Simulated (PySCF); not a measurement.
Compound: C₆H₁₁N.
Numbering: `[CH2:1]=[N:2][CH2:3]/[CH:4]=[CH:5]\[CH2:6][CH3:7]` (hydrogens: H8, H9 on C1; H10, H11 on C3; H12 on C4; H13 on C5; H14, H15 on C6; H16, H17, H18 on C7)

Structure used (GFN2-xTB), in Å, numbered top down from 1:
```xyz
18
C6H11N angstrom
C      2.742    0.166    0.412
N      2.324    0.080   -0.761
C      1.137    0.786   -1.159
C      0.113   -0.231   -1.575
C     -1.065   -0.454   -1.014
C     -1.668    0.243    0.166
C     -1.648   -0.674    1.391
H      2.274    0.777    1.196
H      3.626   -0.390    0.688
H      1.406    1.389   -2.034
H      0.759    1.450   -0.367
H      0.433   -0.846   -2.405
H     -1.680   -1.249   -1.419
H     -2.703    0.505   -0.066
H     -1.132    1.163    0.397
H     -2.107   -0.180    2.244
H     -0.624   -0.936    1.648
H     -2.195   -1.593    1.188
```

PySCF, density fitting, gas phase, GFN2-xTB geometry. The standard run uses grid level 2 after a coarse-grid start, the def2-universal JK fitting basis (with tight functions added where the orbital basis needs them), an energy threshold of 1e-9 Eh and DIIS. The changed runs have no coarse-grid stage.

Question: Standard PBE0/pcSseg-1: E = -289.566802 Eh, HOMO -7.200 eV, LUMO -0.272 eV, dipole 1.680 D, 14 cycles (coarse-grid cycles included). What changes at PBE0/pcSseg-1 with: energy threshold 1e-11 Eh?

Answer: E = -289.566802 Eh (0.000 mEh), HOMO -7.200 eV (0.000), LUMO -0.272 eV (0.000), dipole 1.680 D (0.000), 12 SCF cycles. The result matches the standard run within 0.02 mEh and 0.003 eV; such settings steer the iterations and don't enter the energy expression.

The cycles:
```
cycle   1  E = -289.5213006743  dE =  7.342e-01  |g| = 4.017e-01  |ddm| = 3.634e+00
cycle   2  E = -289.5036228505  dE =  1.768e-02  |g| = 5.023e-01  |ddm| = 8.278e-01
cycle   3  E = -289.5636917190  dE = -6.007e-02  |g| = 1.198e-01  |ddm| = 4.679e-01
cycle   4  E = -289.5664437975  dE = -2.752e-03  |g| = 3.928e-02  |ddm| = 9.366e-02
cycle   5  E = -289.5667717701  dE = -3.280e-04  |g| = 1.082e-02  |ddm| = 3.745e-02
cycle   6  E = -289.5667967408  dE = -2.497e-05  |g| = 4.641e-03  |ddm| = 1.234e-02
cycle   7  E = -289.5668020225  dE = -5.282e-06  |g| = 6.458e-04  |ddm| = 3.842e-03
cycle   8  E = -289.5668021157  dE = -9.319e-08  |g| = 1.553e-04  |ddm| = 6.614e-04
cycle   9  E = -289.5668021213  dE = -5.656e-09  |g| = 4.428e-05  |ddm| = 1.589e-04
cycle  10  E = -289.5668021218  dE = -4.297e-10  |g| = 1.104e-05  |ddm| = 5.009e-05
cycle  11  E = -289.5668021218  dE = -2.365e-11  |g| = 4.539e-06  |ddm| = 1.388e-05
cycle  12  E = -289.5668021218  dE = -6.594e-12  |g| = 6.571e-07  |ddm| = 4.117e-06
```
